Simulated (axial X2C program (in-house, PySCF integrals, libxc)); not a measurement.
**SnB⁺: from the spin-free to the two-component result**

Computed with an in-house relativistic program for diatomic molecules. Spin-free means the one-electron spin-free X2C Hamiltonian; two-component (2c) means X2C with spin–orbit coupling and atomic mean-field two-electron Coulomb and Gaunt terms, so the difference of the two also holds small scalar two-electron terms. Basis: Sn dyall-cv3z [11s12p9d4f1g], B dyall-v3z [7s6p2d1f] (cores contracted in-house); Gaussian nuclei, density fitting, unrestricted open shells. Masses: Sn 119.902 u, B 11.009 u.

Spin-free state: M_S = 1, Λ = 1 (beyond evenly filled blocks: σα, π+α); fragments Sn+ + B.

```tsv
level	Re (Å)	ωe (cm⁻¹)	De (eV)	μ (D)
PBE0	2.380	409.5	2.054	1.58
r2SCAN0	2.369	416.6	1.955	1.81
```

Dipoles are positive if B is the positive end and refer to the centre of mass.

Two-component determinant lowest at the distance of the search:

Ω = 2 (⟨Sz⟩ = 0.99, ⟨Lz⟩ = 1.01 at PBE0); fragments Sn+ + B.

| level | Re (Å) | ωe (cm⁻¹) | μ (D) |
| --- | --- | --- | --- |
| PBE0 | 2.368 | 422.0 | 1.43 |
| r2SCAN0 | 2.356 | 430.7 | 1.65 |

Question: From the two tables, how do the constants change at the PBE0 level (2c against spin-free)?

Answer: At the PBE0 level Re decreases by 0.012 Å and ωe rises by 12.5 cm⁻¹.

Occupations by symmetry block were frozen at the best pattern of an incomplete PBE0 search. Dissociation energies refer to the lowest single-determinant-based atoms at the same level and basis. De is not given where an atomic determinant may have missed its ground term or J level, or where the truncated virtual space spoils (T). Density functionals use the spin component along the axis (collinear). PBE0 can misorder states that lie within some tenths of an eV, so this need not be the ground state of the molecule. The nearest other spin-free determinant of the search, M_S = 0, Λ = 1, lies 0.19 eV up at the distance of the search. Without a current term, density functionals place determinants with orbital angular momentum somewhat too high. With several unpaired electrons one determinant need not be a pure state. A state of lower Ω lies just above, and one determinant can place such states too high, so the state shown need not be the lowest. The search has Ω = 1 only 0.01 eV up. Open-shell Ω = 0 determinants with evenly filled partner blocks cannot be reached by this program, so the Ω shown need not be the lowest component.
